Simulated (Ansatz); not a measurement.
Reaction (substitution at a C–S bond): `BS[CH2][GeH3]` + CH₃NH₂ → `CN[CH2][GeH3]` + `BS`

Program: Ansatz. Geometries: PBE0-D4/def2-TZVP. ΔE: electronic, gas phase. CCSD(T)/CBS adds triple-zeta CCSD(T) − MP2 to the extrapolated MP2 energy (def2 sets, frozen cores). This one scheme is used for every species. Functionals use def2-TZVPP. B3LYP here is the variant with VWN-RPA as its local correlation; programs differ in this. For Ge outer-core shells are correlated without core-valence functions, which leaves a few kJ/mol of doubt a bond. Scalar relativity is left out up to krypton. One conformer a species, not always the lowest.

`BS[CH2][GeH3]`:

Z-matrix (Å, degrees):
```
C
S 1 1.810
Ge 1 1.966 2 111.8
H 1 1.091 2 107.1 3 120.2
H 1 1.090 2 109.5 3 -122.7
B 2 1.751 1 105.6 3 82.7
H 3 1.536 1 109.0 2 57.1
H 3 1.535 1 108.6 2 -62.4
H 3 1.540 1 109.7 2 177.3
H 6 1.192 2 115.7 1 -179.5
H 6 1.194 2 121.3 1 1.1
```

CH₃NH₂:

Z-matrix (Å, degrees):
```
C
N 1 1.453
H 1 1.092 2 109.4
H 1 1.100 2 115.4 3 -121.6
H 1 1.092 2 109.4 3 116.8
H 2 1.012 1 110.6 3 62.6
H 2 1.012 1 110.6 3 -179.3
```

`CN[CH2][GeH3]`:

Cartesian coordinates in Å:
```
C 0.203 -1.031 1.765
N 0.565 -0.213 0.627
C -0.510 -0.060 -0.329
Ge 0.065 1.043 -1.848
H 0.019 -2.056 1.431
H -0.703 -0.685 2.290
H 1.028 -1.058 2.479
H 0.881 0.695 0.944
H -0.774 -1.047 -0.724
H -1.435 0.361 0.101
H 1.140 0.316 -2.671
H 0.658 2.362 -1.314
H -1.136 1.373 -2.752
```

`BS`:

```xyz
5

B    -0.040    0.550   -0.177
S     0.164   -1.185   -0.424
H    -0.014    1.221   -1.162
H    -0.193    1.009    0.910
H     0.083   -1.596    0.854
```

**Question.** Is it downhill or uphill in electronic energy at CCSD(T)/CBS, and by how much? (Best estimate.)

**Answer.** The calculation gave: Uphill: ΔE = +28.4 kJ/mol.

**Question.** What do these levels give: PBE-D4, PBE0-D4, B3LYP-D4, ωB97X-V, ωB97M-V, PBE, HF/def2-TZVPP, MP2/def2-TZVPP, CCSD/def2-TZVPP, HF/def2-QZVPP, MP2/def2-QZVPP, MP2/CBS(def2)? (Best estimate.)

**Answer.** Ansatz gave: PBE-D4 28.1, PBE0-D4 27.1, B3LYP-D4 25.6, ωB97X-V 23.3, ωB97M-V 25.5, PBE 26.3, HF/def2-TZVPP 17.7, MP2/def2-TZVPP 28.7, CCSD/def2-TZVPP 22.1, HF/def2-QZVPP 18.1, MP2/def2-QZVPP 31.2, MP2/CBS(def2) 32.9 kJ/mol.

Largest T1 diagnostic among the species: 0.015.

The D4 term adds +3.2 kJ/mol with B3LYP and +1.6 kJ/mol with PBE0; it sums over pairs of atoms, weighted by their polarisabilities, and B3LYP, whose exchange is more repulsive, gets the larger term. In def2-TZVPP, CCSD(T) changes the Hartree–Fock value by +6.5 kJ/mol (the triples alone add +2.1 kJ/mol) and MP2 by +11.0 kJ/mol.
